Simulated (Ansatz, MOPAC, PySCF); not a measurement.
Potential energy curve for C2 (anion, charge -1), doublet.

Computed with: PM6, unrestricted, heats of formation (MOPAC); UHF/3-21G = unrestricted Hartree-Fock/3-21G (PySCF); UCCSD(T) = Ansatz (an electronic-structure program) with CCSD(T) on UHF/aug-cc-pVTZ, frozen core; UHF/LANL2DZ = unrestricted Hartree-Fock/LANL2DZ in PySCF.

Energies are in kcal/mol, each relative to the lowest point of its own curve near equilibrium.

```csv
R / Å,PM6,UHF/3-21G,UCCSD(T),UHF/LANL2DZ
0.99,75.5,122.0,111.9,134.3
1.09,13.1,39.0,31.2,46.9
1.13,3.2,21.2,12.5,27.3
1.16,0.0,12.1,23.7,16.9
1.22,1.8,2.2,7.9,4.4
1.26,4.7,0.1,2.4,0.8
1.28,5.8,0.0,0.8,0.0
1.33,12.8,1.8,0.0,0.3
1.39,31.7,6.4,3.1,3.6
1.44,49.1,11.1,8.5,7.7
1.53,82.3,20.1,21.7,16.3
1.69,116.8,33.9,56.7,31.1
1.90,175.1,47.6,94.7,46.2
2.07,216.6,56.3,116.2,55.1
2.22,248.1,62.9,129.0,61.3
2.52,297.3,73.8,145.1,70.3
2.76,325.5,80.6,153.1,75.2
3.10,353.1,88.0,160.6,79.9
3.41,369.8,92.9,165.0,82.8
3.82,—,97.0,168.6,85.2
4.32,—,99.4,171.0,87.0
5.00,—,100.5,172.5,88.3
```

At the longest distance, 5.00 Å, UCCSD(T) lies highest above its minimum (172.5 kcal/mol) and UHF/LANL2DZ lowest (88.3 kcal/mol).

Dashes: no converged value, or the column stops at the first point that the program doubted or that broke a chosen test of continuity, which isn't proof of a fault.

Where the anion isn't bound against loss of the electron, the finite basis alone holds it. The unrestricted determinant behind UHF/3-21G, UHF/LANL2DZ is spin-contaminated at 1.16 to 5.00 Å (<S²> up to 2.8, against 0.75 for a pure doublet). The unrestricted solution behind UCCSD(T) changes between 1.53 and 1.69 Å, which can leave a kink. The unrestricted determinant behind UCCSD(T) is spin-contaminated at 1.44 to 5.00 Å (<S²> up to 2.8, against 0.75 for a pure doublet).
